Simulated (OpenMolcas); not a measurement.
# Ionisation energies of samarium

```yaml
Program: OpenMolcas 26.06
Basis: ANO-R2 [8s6p5d3f1g]
Scalar_Hamiltonian: X2C, finite nucleus
Spin-orbit_coupling: RASSI with atomic mean-field integrals over the reference wave functions, term energies averaged over their components
```

Active shells in each charge state: the valence f, s shells, with orbitals averaged over the low states. Where CASPT2's correlated closed shells are named, they are those of the first ion.

A. CASSCF
B. SS-CASPT2, IPEA 0.25 Eh, imaginary shift 0.1 Eh (closed shells correlated: 5s 5p)
C. SS-CASPT2, IPEA 0.25 Eh, imaginary shift 0.1 Eh (closed shells correlated: 4d 5s 5p)
D. SS-CASPT2, IPEA 0 Eh, imaginary shift 0.1 Eh (closed shells correlated: 5s 5p)

Energies in eV between the lowest computed levels, named as in B; reference values from the NIST Atomic Spectra Database with their kind.

| From | To | A | B | C | D | Spin-orbit share in B | Reference |
| --- | --- | --- | --- | --- | --- | --- | --- |
| Sm 4f6 6s2 7F0 | Sm+ 4f6 6s 8F 1/2 | 4.592 | 5.319 | 5.242 | 5.297 | +0.018 | 5.644 (measured) |
| Sm+ 4f6 6s 8F 1/2 | Sm2+ 4f6 7F0 | 10.306 | 11.072 | 11.140 | 11.162 | -0.018 | 11.078 (semi-empirical) |

Error against the reference values, in %:

```json
{"From": "Sm", "Reference": "measured", "A": "-18.6", "B": "-5.8", "C": "-7.1", "D": "-6.1"}
{"From": "Sm+", "Reference": "semi-empirical", "A": "-7.0", "B": "-0.1", "C": "+0.6", "D": "+0.8"}
```

Absolute error against the one measured value: A 1.05 eV, B 0.32 eV, C 0.40 eV, D 0.35 eV.

The lowest level within the active space need not be the ion's true ground level.
